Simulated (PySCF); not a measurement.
## 29Si chemical shifts

No solvent, relativity neglected, one conformer, fast rotation and ring inversion assumed for equivalent nuclei. GFN2-xTB geometry; shieldings: GIAO PBE0/pcSseg-1; PySCF 2.14.

Shieldings were converted by a linear fit to measured shifts: 29Si: δ = 279.94 − 0.822σ (rms 8.9 ppm, 72 shifts, 25.8 ppm with the 6 outliers that the fit left out vs TMS, solution or neat liquid). A few per cent of atoms miss by over 2 rms, more outside the fitted compound classes.

Problem. Give the 29Si shifts of `[SiH3]O[SiH2]P([SiH3])[SiH3]`, `C#CCC[SiH2]SCC`, `CC[SiH2][C@@H](F)[SiH3]`, `CC[SiH2][C@@H](F)[SiH3]`, `C=C[C@@H]1[C@@H]([SiH3])[P@@H]1=S`, `C=C[C@@H]1[C@@H]([SiH3])[P@@H]1=S`.

Solution. 
```csv
compound,environment,δ (ppm)
[SiH3:1][O:2][SiH2:3][P:4]([SiH3:5])[SiH3:6],"Si3: silicon bonded to O, P, 2 H",-18.9
[SiH3:1][O:2][SiH2:3][P:4]([SiH3:5])[SiH3:6],"Si1: silicon bonded to O, 3 H",-41.3
[SiH3:1][O:2][SiH2:3][P:4]([SiH3:5])[SiH3:6],"Si5/6: silicon bonded to P, 3 H (×2)",-76.2
C#CCC[SiH2]SCC,"silicon bonded to C, S, 2 H",-24.9
[CH3:1][CH2:2][SiH2:3][C@@H:4]([F:5])[SiH3:6],"Si3: silicon bonded to 2 C, 2 H",-37.1
[CH3:1][CH2:2][SiH2:3][C@@H:4]([F:5])[SiH3:6],"Si6: silicon bonded to C, 3 H",-69.7
[CH3:1][CH2:2][SiH2:3][C@@H:4]([F:5])[SiH3:6],"Si3: silicon bonded to 2 C, 2 H",-37.1
[CH3:1][CH2:2][SiH2:3][C@@H:4]([F:5])[SiH3:6],"Si6: silicon bonded to C, 3 H",-69.7
C=C[C@@H]1[C@@H]([SiH3])[P@@H]1=S,"silicon bonded to C, 3 H",-62.9
C=C[C@@H]1[C@@H]([SiH3])[P@@H]1=S,"silicon bonded to C, 3 H",-63.1
```

Problem. Order these by 29Si shift, lowest first.
A. COC(=O)c1nccc([SiH3])p1
B. CS[SiH2]OC(C)(C)C=O
C. [SiH3]C1=CC[P@@H](=S)C1
D. C1CS[SiH2]S1
E. CS[Si@@H](OC=O)C(C)C

Solution. C (-68.3 ppm, silicon bonded to C, 3 H), A (-58.1 ppm, silicon bonded to C, 3 H), B (-22.8 ppm, silicon bonded to O, S, 2 H), D (-7.9 ppm, silicon bonded to 2 S, 2 H, in a 5-membered ring), E (3.7 ppm, silicon bonded to C, O, S, H).
